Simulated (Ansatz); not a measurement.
Two structures of BH2Cl3, singlet, reached by relaxing down either side of one saddle point (PBE0-D4/def2-TZVP). Energies are electronic, without zero-point energy. Program: Ansatz 0.2.0. Basis: def2-TZVPP and def2-QZVPP. Cores are frozen in the correlated methods. Extrapolation: Hartree–Fock as exp(−7.88 √X), correlation as X^−2.97. First:

```
6
angstrom
B 0.2725 0.8196 -0.6382
Cl 1.9045 0.2239 -0.6501
Cl -0.8565 0.2823 -1.8436
Cl -0.2277 1.9569 0.5753
H -0.1919 -1.7574 1.2664
H -0.9009 -1.5254 1.2903
```

Second:

```
6
angstrom
B -1.0182 0.4638 -0.0604
Cl 2.1465 -0.6584 -0.1271
Cl -1.2811 0.3319 -1.7705
Cl -0.6447 1.9965 0.6624
H 1.9339 -1.6378 0.6682
H -1.1364 -0.4962 0.6274
```

Q: Which bonds change from the first to the second?

A: BCl₃ ([Cl][B]([Cl])[Cl]) + H₂ → BHCl₂ ([Cl][BH][Cl]) + HCl; bonds formed: B1–H6, Cl2–H5; bonds broken: B1–Cl2, H5–H6.

Q: Give the saddle point's structure and its height above each. (An estimate is asked for; the value comes from the calculation.)

A: The calculation gives: 163.6 kJ/mol above the first and 114.6 kJ/mol above the second (CCSD(T) at an estimated basis limit (MP2 extrapolated from triple and quadruple zeta, plus CCSD(T) − MP2 in triple zeta)).
```
6
angstrom
B -0.2627 0.2361 -0.0952
Cl 1.7467 -0.3705 -0.1976
Cl -1.0199 0.0348 -1.6699
Cl -0.3776 1.7452 0.8010
H 0.4804 -0.8890 0.4905
H -0.5669 -0.7567 0.6712
```

The T1 diagnostic stays at or below 0.012. The start structure is not quite a true minimum (one mode of 42i cm⁻¹). The end structure is not quite a true minimum (one mode of 60i cm⁻¹).

Labels in which every atom is bracketed show which atoms are joined, not bond orders.

For scale, one of the runs: CCSD(T)/def2-TZVPP, 185 basis functions, launched by `ansatz run in.yaml --threads 2 --pin off --events-out ev --progress --plain --max-ram 4352MiB`. Hardware: 2 CPU threads of an Arm Neoverse N1, shared host. Wall time 84 s; peak host memory 1.7 GiB.
